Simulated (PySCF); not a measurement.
```xyz
3
charge 0 multiplicity 3, angstrom
Mo    0.0000    0.0000   -0.2317
O     1.4232    0.0000    0.7079
O    -1.4232    0.0000    0.7079
```

All numbers come from PySCF, UBP86, basis Mo def2-TZVP with ECP28, O def2-TZVP (scalar-relativistic core potentials, no spin–orbit coupling, density fitting).

This geometry of MoO₂ is a stationary point at this level.

Q: What is the point group?

A: C2v.

Q: Is it a minimum?

A: Yes: all harmonic wavenumbers are real.

Q: What are the dipole moment and the gap between the highest occupied and lowest empty levels of either spin?

A: 4.01 D and 0.86 eV.

Q: What is the atomisation energy, with and without zero-point energy?

A: 1293 kJ/mol without, 1280 kJ/mol with.

Other isomers or separated fragments may lie lower. Open d and f shells are described by one determinant, and the ground state may have another occupation or spin.
